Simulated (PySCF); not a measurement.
Excitations are Tamm–Dancoff values on a coarser integration grid. The basis has no diffuse functions, so Rydberg states are missing or too high.

Z-matrix (Å, degrees):
```
C
N 1 1.2402
H 2 1.0145 1 118.56
B 1 1.5637 2 150.48 3 -99.11
B 4 1.5239 1 60.86 2 -169.25
```
Charge 0, multiplicity 1.

Q: What is the computed LUMO, S1 excitation (TDA), total energy, S1–T1 gap (TDA) and HOMO–LUMO gap (PySCF with ωB97X-D3(BJ)/def2-TZVP // PBE0-D3(BJ)/def2-TZVP)?

A: 
```
Quantity                   Result
-------------------  ------------
LUMO                     -2.34 eV
S1 excitation (TDA)       1.13 eV
total energy         -143.0061 Ha
S1–T1 gap (TDA)           0.80 eV
HOMO–LUMO gap             6.98 eV
```
